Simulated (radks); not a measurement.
The mean radii <r> (bohr) of the occupied orbitals of an atom or ion are listed with their occupations. Calculated with a radial shooting solver on a logarithmic mesh with Libxc functionals: scalar-relativistic Kohn-Sham, BLYP, spin-polarised, spherical densities, finite nucleus; Fermi nuclear charge, rms radius of each element as measured or else 0.836 A^(1/3) + 0.57 fm.

orbital  occ.      <r>
1s up       1  0.01996
1s down     1  0.01995
2s up       1  0.08180
2s down     1  0.08194
2p up       2  0.07193

Name the element and its charge. Open shells, if any, are filled with parallel spins first.

Answer. Z = 69, thulium, charge +63: Tm63+ in [He] 2s2 2p2. The 1s radius gives Z: for a bare nucleus <r> = (2 gamma + 1)/(2Z) with gamma = sqrt(1 - (Z/c)^2), 0.01977 bohr for Z = 69, and screening makes it slightly larger (0.01996 here). The occupations add up to 6, and the charge is Z minus that.
